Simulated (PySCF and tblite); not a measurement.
Values are calculated unless marked as measured or tabulated.
5 constitutional isomers of C4H6Cl4:

```json
{"isomer": "A", "SMILES": "[CH3:1][CH2:2][C@H:3]([Cl:4])[C:5]([Cl:6])([Cl:7])[Cl:8]"}
{"isomer": "B", "SMILES": "[Cl:1][CH2:2][CH2:3][CH2:4][C:5]([Cl:6])([Cl:7])[Cl:8]"}
{"isomer": "C", "SMILES": "[Cl:1][CH:2]([Cl:3])[CH2:4][CH2:5][CH:6]([Cl:7])[Cl:8]"}
{"isomer": "D", "SMILES": "[Cl:1][CH2:2][C:3]([Cl:4])([CH2:5][Cl:6])[CH2:7][Cl:8]"}
{"isomer": "E", "SMILES": "[Cl:1][CH2:2][CH2:3][C:4]([Cl:5])([Cl:6])[CH2:7][Cl:8]"}
```

Protocol: conformer search, at most 4 conformers an isomer, GFN2-xTB geometries, energies PBE0/def2-SVP (IEF-PCM, acetonitrile) (D3(BJ) added where defined), weights at 298.15 K with GFN2-xTB thermal terms. Programs: PySCF with density fitting and tblite.

(1) Rank the isomers by free energy at 298.15 K.

The conformer set may be incomplete (the search or the number kept was capped).

Results:

(1) 
```tsv
isomer	ΔG (kcal/mol)	ΔE, lowest conformer	conformers	largest weight %	rms dipole (D)
D	0.0	0.0	4	55	2.45
E	1.8	2.3	4	54	2.34
C	3.1	2.9	4	44	2.57
B	7.3	7.4	4	83	2.63
A	11.2	10.8	3	97	2.60
```

ΔG is for one enantiomer.
